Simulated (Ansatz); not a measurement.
Harmonic frequencies (cm⁻¹) at PBE0-D4/def2-TZVP from Ansatz: 215, 292, 456, 492, 544, 575, 763, 1069, 1367, 1621, 3622, 3728.

Each molecule was computed in one conformer, which needn't be the lowest.

Task: Which molecule is it?
A. `OBF`
B. `NB(Cl)Br`
C. `BC=C`
D. `CSBCl`

Result: B.
